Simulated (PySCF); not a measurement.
Computed shifts of a molecule C₄H₅Br, PBE/pcSseg-1 (PySCF), GIAO, gas phase, equivalent atoms averaged, in ppm (number of nuclei): ¹³C: 147.6 (1), 142.9 (1), 137.0 (1), 125.2 (1). ¹H: 6.89 (1), 6.59 (1), 6.59 (1), 5.64 (2). References: ¹³C against TMS (σ = 182.0 ppm); ¹H against TMS (σ = 31.49 ppm), references at their B3LYP-D3(BJ)/def2-TZVP geometries, non-relativistic (without spin–orbit terms, shifts of atoms bonded to Cl or Br come out too high). Geometry optimised at B3LYP-D3(BJ)/def2-SVP. Other conformers were not sampled.

Task: Identify the compound among the candidates.
A) CC=C=CBr
B) C=C=CCBr
C) C=CC(=C)Br
D) C=C/C=C/Br

Result: D, C=C/C=C/Br
